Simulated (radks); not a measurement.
Species: Tl2+. Configuration: [Xe] 4f14 5d10 5f1 (not the ground configuration).

Calculated with a radial shooting solver on a logarithmic mesh with Libxc functionals: Dirac Kohn-Sham, exchange-only PBE, spin-unpolarised, spherical densities, finite nucleus; open shells fill j = l - 1/2 first; Fermi nuclear charge, rms radius 5.4759 fm.

Energy parts (eV):
| part | energy |
|---|---|
| total | -551762.99 |
| kinetic | 638928.05 |
| electron-nucleus | -1392170.11 |
| Hartree | 211717.20 |
| exchange | -10238.14 |

Orbitals (lengths in bohr, moments of r in powers of bohr; <r^-3> diverges for s and p1/2; r(max) is where P^2 peaks):
1s1/2: occ. 2; eigenvalue (eV) -85456.92; r(max) 0.01003; <r> 0.01632
2s1/2: occ. 2; eigenvalue (eV) -15222.18; r(max) 0.05837; <r> 0.06808
2p1/2: occ. 2; eigenvalue (eV) -14618.40; r(max) 0.04279; <r> 0.05589
2p3/2: occ. 4; eigenvalue (eV) -12552.85; r(max) 0.05039; <r> 0.06468; <r^-3> 22400
3s1/2: occ. 2; eigenvalue (eV) -3649.780; r(max) 0.1642; <r> 0.1770
3p1/2: occ. 2; eigenvalue (eV) -3376.225; r(max) 0.1530; <r> 0.1674
3p3/2: occ. 4; eigenvalue (eV) -2917.044; r(max) 0.1684; <r> 0.1835; <r^-3> 5261
3d3/2: occ. 4; eigenvalue (eV) -2463.611; r(max) 0.1309; <r> 0.1595; <r^-3> 922.0
3d5/2: occ. 6; eigenvalue (eV) -2365.529; r(max) 0.1351; <r> 0.1644; <r^-3> 756.7
4s1/2: occ. 2; eigenvalue (eV) -831.5598; r(max) 0.3695; <r> 0.3916
4p1/2: occ. 2; eigenvalue (eV) -713.4785; r(max) 0.3671; <r> 0.3931
4p3/2: occ. 4; eigenvalue (eV) -601.8193; r(max) 0.3985; <r> 0.4275; <r^-3> 1284
4d3/2: occ. 4; eigenvalue (eV) -408.6268; r(max) 0.3903; <r> 0.4334; <r^-3> 203.4
4d5/2: occ. 6; eigenvalue (eV) -387.7920; r(max) 0.3998; <r> 0.4445; <r^-3> 163.1
5s1/2: occ. 2; eigenvalue (eV) -152.7274; r(max) 0.8090; <r> 0.8779
4f5/2: occ. 6; eigenvalue (eV) -138.3928; r(max) 0.3557; <r> 0.4645; <r^-3> 35.23
4f7/2: occ. 8; eigenvalue (eV) -133.7931; r(max) 0.3602; <r> 0.4710; <r^-3> 33.41
5p1/2: occ. 2; eigenvalue (eV) -113.0567; r(max) 0.8503; <r> 0.9411
5p3/2: occ. 4; eigenvalue (eV) -92.7966; r(max) 0.9284; <r> 1.035; <r^-3> 229.0
5d3/2: occ. 4; eigenvalue (eV) -38.5685; r(max) 1.093; <r> 1.324; <r^-3> 23.01
5d5/2: occ. 6; eigenvalue (eV) -36.2803; r(max) 1.127; <r> 1.371; <r^-3> 17.89
5f5/2: occ. 1; eigenvalue (eV) -5.9132; r(max) 4.665; <r> 5.355; <r^-3> 0.06738
5f7/2: occ. 0; eigenvalue (eV) -5.9067; r(max) 4.675; <r> 5.368; <r^-3> 0.06514

The highest occupied level is 5f5/2 at -5.913 eV. The density falls to 0.001 e/bohr^3 at r = 4.04 bohr. Summed over all electrons, <r^2> = 71.02 bohr^2, which gives a Langevin (diamagnetic) susceptibility term of -56.2 x 10^-6 cm^3/mol. The electron density at the nucleus is 2.523e+06 e/bohr^3.
